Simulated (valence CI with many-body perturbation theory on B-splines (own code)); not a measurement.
**E1 transitions of Dy35+**

Calculated by valence CI with perturbative core correlation (CI+MBPT): three valence electrons over a frozen Dirac-Fock core [Ar] 3d10, a basis of 11 s, 11 p, 9 d, 7 f, 5 g, 2 h, 1 i functions for each j, with the one-electron correlation potential Σ1, the two-electron term Σ2, the three-electron term Σ3, Breit, model QED; selected CI, second order for the rest (own B-spline code, finite nucleus).

The last digits are not significant, and no measured levels were compared; by estimate large intervals hold to a few tenths of a per cent, small ones and those within an open d or f shell to about a per cent.

Lines 201 to 250 of 276 in falling wavelength, among levels below 426.51 eV, chosen from the strongest by gf and those to the six lowest levels. Wavelengths and rates use the calculated energies. Electric multipoles are in the length gauge, E1 and E2 with the static RPA response of the core. Weak lines are less certain than strong ones. Lines between different terms over intervals too small for the method are left out, as are lines whose strength nearly cancels. Where a level lies close to another of its J and parity, the split of strength between their lines is uncertain. The highest levels of a list are the least certain.

Levels are named by their leading jj configuration (3d3/2^4 stands for four electrons in 3d with j = 3/2), which in mixed levels can hold well under half, so a name can repeat and another be missing. Letters in brackets count levels of one name in rising energy.

```csv
λ vac (Å),Upper,Lower,A (s⁻¹),log gf,Branch %
66.97,(4s 4p1/2 4d3/2) J=1/2,(4s 4p1/2^2) J=1/2,6.51e+11,-0.06,95.8
66.93,(4p1/2 4p3/2 4d3/2) J=1/2 [b],(4p1/2^2 4p3/2) J=3/2,5.67e+11,-0.12,73.3
66.63,(4s 4p1/2 4d3/2) J=3/2 [b],(4s 4p1/2^2) J=1/2,3.71e+11,-0.01,74.0
66.63,(4s 4p3/2 4d3/2) J=1/2 [b],(4s 4p1/2 4p3/2) J=1/2,4.24e+11,-0.25,52.1
66.61,(4s 4p3/2 4d3/2) J=3/2 [a],(4s 4p1/2 4p3/2) J=3/2 [a],3.82e+11,0.01,77.6
66.59,(4s 4p3/2 4d3/2) J=5/2 [a],(4s 4p1/2 4p3/2) J=3/2 [a],2.31e+11,-0.04,40.9
66.52,(4s 4p3/2 4d3/2) J=1/2 [a],(4s 4p1/2 4p3/2) J=3/2 [a],4.54e+11,-0.22,96.8
66.42,(4p1/2 4p3/2 4d5/2) J=3/2 [a],(4p1/2^2 4p3/2) J=3/2,1.51e+11,-0.40,29.9
66.38,(4s 4p3/2 4d5/2) J=3/2 [a],(4s 4p1/2 4p3/2) J=5/2,7.96e+09,-1.68,4.2
65.76,(4p1/2 4p3/2 4d5/2) J=5/2 [b],(4p1/2^2 4p3/2) J=3/2,4.72e+10,-0.74,11.3
65.60,(4s 4p3/2 4d3/2) J=1/2 [b],(4s 4p1/2 4p3/2) J=3/2 [b],2.18e+10,-1.55,2.7
65.21,(4s 4p3/2 4d3/2) J=3/2 [b],(4s 4p1/2 4p3/2) J=5/2,7.68e+07,-3.71,0.0
64.72,(4s 4p3/2 4d5/2) J=5/2 [a],(4s 4p1/2 4p3/2) J=5/2,2.69e+09,-1.99,1.0
64.53,(4s 4p3/2 4d3/2) J=5/2 [b],(4s 4p1/2 4p3/2) J=5/2,2.33e+09,-2.06,0.5
64.41,(4s 4p3/2^2) J=1/2,(4s^2 4p1/2) J=1/2,4.26e+09,-2.28,1.8
64.05,(4s 4p3/2 4d5/2) J=3/2 [a],(4s 4p1/2 4p3/2) J=3/2 [a],4.20e+09,-1.99,2.2
63.30,(4p1/2 4p3/2^2) J=1/2,(4s 4p1/2^2) J=1/2,4.63e+09,-2.26,1.5
62.96,(4s 4p3/2 4d3/2) J=3/2 [b],(4s 4p1/2 4p3/2) J=3/2 [a],6.48e+07,-3.81,0.0
62.89,(4s 4p3/2^2) J=3/2,(4s^2 4p1/2) J=1/2,6.81e+10,-0.79,12.6
62.84,(4s 4p3/2 4d5/2) J=7/2 [a],(4s 4p1/2 4p3/2) J=5/2,1.42e+10,-1.17,4.6
62.66,(4s 4p3/2 4d5/2) J=1/2,(4s 4p1/2 4p3/2) J=3/2 [b],1.68e+10,-1.70,4.0
62.50,(4s 4p3/2 4d5/2) J=5/2 [a],(4s 4p1/2 4p3/2) J=3/2 [a],1.64e+08,-3.24,0.1
62.47,(4s 4p3/2 4d5/2) J=7/2 [b],(4s 4p1/2 4p3/2) J=5/2,8.13e+10,-0.42,36.8
62.33,(4s 4p3/2 4d3/2) J=5/2 [b],(4s 4p1/2 4p3/2) J=3/2 [a],4.41e+08,-2.81,0.1
61.94,(4s 4p3/2 4d5/2) J=5/2 [b],(4s 4p1/2 4p3/2) J=3/2 [b],6.78e+10,-0.63,8.9
61.69,(4s 4p3/2 4d5/2) J=3/2 [b],(4s 4p1/2 4p3/2) J=3/2 [b],2.56e+04,-7.23,0.0
61.44,(4p3/2^3) J=3/2,(4s 4p1/2 4p3/2) J=1/2,5.25e+10,-0.93,5.9
60.57,(4p3/2^3) J=3/2,(4s 4p1/2 4p3/2) J=3/2 [b],2.78e+10,-1.21,3.1
60.54,(4s 4p1/2 4d5/2) J=3/2,(4s 4p1/2^2) J=1/2,9.01e+10,-0.70,15.5
60.26,(4s 4p3/2 4d3/2) J=1/2 [b],(4s 4p1/2 4p3/2) J=3/2 [a],5.30e+08,-3.24,0.1
59.36,(4s^2 4f5/2) J=5/2,(4s 4p1/2 4p3/2) J=3/2 [b],2.90e+10,-1.04,3.9
59.01,(4s 4p3/2 4d5/2) J=5/2 [b],(4s 4p1/2 4p3/2) J=5/2,6.47e+09,-1.69,0.8
58.95,(4s 4p1/2 4f7/2) J=5/2,(4p1/2^2 4p3/2) J=3/2,6.09e+10,-0.72,9.5
58.78,(4s 4p3/2 4d5/2) J=3/2 [b],(4s 4p1/2 4p3/2) J=5/2,1.41e+09,-2.54,0.3
57.77,(4s 4p3/2 4d5/2) J=1/2,(4s 4p1/2 4p3/2) J=3/2 [a],2.15e+09,-2.67,0.5
57.76,(4p3/2^3) J=3/2,(4s 4p1/2 4p3/2) J=5/2,2.38e+09,-2.32,0.3
57.16,(4s 4p3/2 4d5/2) J=5/2 [b],(4s 4p1/2 4p3/2) J=3/2 [a],1.78e+09,-2.28,0.2
56.94,(4s 4p3/2 4d5/2) J=3/2 [b],(4s 4p1/2 4p3/2) J=3/2 [a],2.27e+09,-2.36,0.4
56.69,(4s^2 4f7/2) J=7/2,(4s 4p1/2 4p3/2) J=5/2,1.28e+10,-1.31,2.2
56.65,(4s^2 4f5/2) J=5/2,(4s 4p1/2 4p3/2) J=5/2,2.65e+09,-2.12,0.4
55.99,(4p3/2^3) J=3/2,(4s 4p1/2 4p3/2) J=3/2 [a],3.27e+09,-2.21,0.4
54.95,(4s^2 4f5/2) J=5/2,(4s 4p1/2 4p3/2) J=3/2 [a],4.34e+09,-1.93,0.6
54.16,(4s 4p3/2 4d3/2) J=3/2 [a],(4s 4p1/2^2) J=1/2,4.26e+08,-3.13,0.1
54.10,(4s 4p3/2 4d3/2) J=1/2 [a],(4s 4p1/2^2) J=1/2,1.19e+07,-4.98,0.0
52.45,(4s 4p3/2 4d5/2) J=3/2 [a],(4s 4p1/2^2) J=1/2,3.04e+08,-3.30,0.2
51.72,(4s 4p3/2 4d3/2) J=3/2 [b],(4s 4p1/2^2) J=1/2,7.32e+08,-2.93,0.1
49.88,(4s 4p3/2 4d3/2) J=1/2 [b],(4s 4p1/2^2) J=1/2,1.54e+08,-3.94,0.0
48.17,(4s 4p3/2 4d5/2) J=1/2,(4s 4p1/2^2) J=1/2,2.54e+09,-2.75,0.6
47.59,(4s 4p3/2 4d5/2) J=3/2 [b],(4s 4p1/2^2) J=1/2,8.10e+08,-2.96,0.1
46.92,(4p3/2^3) J=3/2,(4s 4p1/2^2) J=1/2,3.73e+08,-3.31,0.0
```

Problem. How does gf follow from A for the line at 62.47 Å?

Solution. gf = 1.4992 × (2J+1)_upper × A / σ², with σ = 1600894 cm⁻¹ and 2J+1 = 8: gf = 0.381.
